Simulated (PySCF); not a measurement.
Compound: C₂H₁₃ClGeSi₃.
Structure used (PBE0-D3(BJ)/def2-SVP), in Å, numbered top down from 1:
```xyz
20
C2H13ClGeSi3 angstrom
C     -2.8860   -0.0457    0.8741
Si    -1.9336   -0.9684   -0.4537
C     -0.5824    0.1115   -1.2044
Si     0.7275    0.6380    0.0506
Si     2.5824    1.6781   -0.9375
Ge     1.5591   -1.2830    1.2007
Cl     3.5583   -0.6779    1.8458
H     -2.2203    0.2599    1.6961
H     -3.3556    0.8609    0.4616
H     -3.6804   -0.6791    1.2973
H     -2.8627   -1.4597   -1.5196
H     -1.2671   -2.1693    0.1555
H     -1.0275    1.0120   -1.6617
H     -0.0855   -0.4498   -2.0143
H      0.1270    1.5476    1.0787
H      3.3677    0.6666   -1.7091
H      2.1039    2.7290   -1.8916
H      3.4540    2.3169    0.0911
H      1.7640   -2.5084    0.2903
H      0.8106   -1.7060    2.4776
```

Method used: core-valence-separated Tamm–Dancoff BHandHLYP/aug-pcX-1 (pcseg-1 on H, def2-SVPD on Si, def2-SVPD on Cl, def2-SVPD on Ge) in PySCF, non-relativistic, gas phase, PBE0-D3(BJ)/def2-SVP geometry. Absolute energies from this functional tend to lie a few eV below measured edges; no shift was applied.

Question: List the carbon K-edge absorption lines.

Answer: 
| E (eV) | f | core hole on | main final orbital |
| --- | --- | --- | --- |
| 284.81 | 0.0053 | C3 | LUMO (67 %) |
| 285.09 | 0.0018 | C1 | LUMO+3 (40 %) |
| 285.52 | 0.0268 | C3 | spread |
| 285.66 | 0.0304 | C3 | spread |
| 285.73 | 0.0145 | C1 | LUMO (49 %) |
| 285.81 | 0.0032 | C3 | spread |
| 285.87 | 0.0290 | C1 | spread |
| 285.94 | 0.0048 | C3 | LUMO+1 (52 %) |
| 286.05 | 0.0187 | C1 | spread |
| 286.37 | 0.0157 | C1 | spread |
| 286.46 | 0.0115 | C3 | LUMO+3 (39 %) |

The first line with a tenth or more of the strongest one's intensity is at 284.81 eV (f = 0.005), with the hole on C3 (sp3 carbon bound to silicon). The strongest listed is at 285.66 eV (f = 0.030; C3).

Roots within 0.03 eV whose holes lie on the same, on equivalent or on shared atoms are summed into one line, and the highest roots are left out, as the search may have cut off their partners. Final orbitals are the ground state's empty Kohn–Sham orbitals.

Question: What length of transition dipole belongs to the line at 285.87 eV?

Answer: From f = (2/3) ΔE |μ|² in atomic units, with ΔE = 10.505 Eh and f = 0.0290: |μ| = 0.064 au = 0.16 D.

The ionisation thresholds weren't computed; near and above them a finite basis only mimics Rydberg series and continuum. The BHandHLYP/aug-pcX-1 (pcseg-1 on H, def2-SVPD on Si, def2-SVPD on Cl, def2-SVPD on Ge) calculation is non-relativistic and has no spin–orbit coupling, an omission that weighs most on germanium.

The run took about 40 s of CPU time (one thread, shared machine).

One conformer stands for the species.
